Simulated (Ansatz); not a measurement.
Ansatz (an electronic-structure program) input (B3LYP-D3(BJ)/def2-TZVP):

Ansatz 0.2 input:
```yaml
crystal:
  periodic: [false, false, false]
  atoms:
    - {symbol: O, position_ang: [-1.18323409, -0.34887319, 0.06846902]}
    - {symbol: S, position_ang: [-0.11470668, 0.60956848, -0.01715546]}
    - {symbol: F, position_ang: [1.32572163, -0.24780564, -0.03383841]}
basis:
  gaussian:
    orbitals: def2-TZVP
hamiltonian:
  xc: b3lyp
  dispersion: d3bj
magnetization: {spin_polarized: true, initial_magnetization: 1}
relax: {f_tol: 0.002, max_steps: 150}
```

End of the output:

```
reference -15601.18303147 eV, -573.3329015448 hartree; 17, 16 occupied and 82, 83 virtual orbitals, 578 factors
relax step   4: F+E_penalty+E_count = -15601.24152575 eV  Δ(F+E_penalty+E_count) = -3.942e-4 eV  max|allowed force component| = 8.615e-2 eV/Å  Δτ_max = 0.0057 Å  (35 SCF iters, accepted)
these checks for a lower state are left out or cut short: starts, cluster_reference, orbital_swaps, neighbouring_geometries, increment
integrals: 0.02 GiB planned
578 factors; their error is unknown
mean field: 0.32 GiB planned
mean field -15601.18304948 eV, -573.3329022067 hartree, gradient 1.3e-5 eV, S^2 0.755259; 0 other end points of the search recorded, 0 dependent functions left out
the calculation of the forces begins
reference -15601.18320741 eV, -573.3329080106 hartree; 17, 16 occupied and 82, 83 virtual orbitals, 578 factors
relax step   5: F+E_penalty+E_count = -15601.24168871 eV  Δ(F+E_penalty+E_count) = -1.630e-4 eV  max|allowed force component| = 6.802e-3 eV/Å  Δτ_max = 0.0027 Å  (34 SCF iters, accepted)
these checks for a lower state are left out or cut short: starts, cluster_reference, orbital_swaps, neighbouring_geometries, increment
integrals: 0.02 GiB planned
578 factors; their error is unknown
mean field: 0.32 GiB planned
mean field -15601.18305023 eV, -573.3329022343 hartree, gradient 1.1e-5 eV, S^2 0.755260; 0 other end points of the search recorded, 0 dependent functions left out
the calculation of the forces begins
reference -15601.18320817 eV, -573.3329080383 hartree; 17, 16 occupied and 82, 83 virtual orbitals, 578 factors
relax step   6: F+E_penalty+E_count = -15601.24168934 eV  Δ(F+E_penalty+E_count) = -6.230e-7 eV  max|allowed force component| = 2.275e-4 eV/Å  Δτ_max = 0.0001 Å  (23 SCF iters, accepted)
integrals: 0.02 GiB planned
578 factors; their error is unknown
mean field: 0.32 GiB planned
mean field evaluation 64: about -15601.1462 eV, gradient 5.8e-1 eV
mean field -15601.18305023 eV, -573.3329022343 hartree, gradient 1.1e-5 eV, S^2 0.755260; 1 other end points of the search recorded, 0 dependent functions left out
the calculation of the forces begins
reference -15601.18320817 eV, -573.3329080383 hartree; 17, 16 occupied and 82, 83 virtual orbitals, 578 factors
Total energy: -15601.24184727 eV, -573.3350629856 hartree
Atom 0 at    -1.188519    -0.352306     0.068832 Å, force    -0.000227    -0.000113     0.000014 eV/Å
Atom 1 at    -0.087919     0.599451    -0.017733 Å, force     0.000162     0.000085    -0.000010 eV/Å
Atom 2 at     1.304219    -0.234255    -0.033624 Å, force     0.000065     0.000028    -0.000004 eV/Å
Dipole moment:     0.082666     0.360619    -0.019785 e Å
```

It need not be the lowest isomer of its formula.
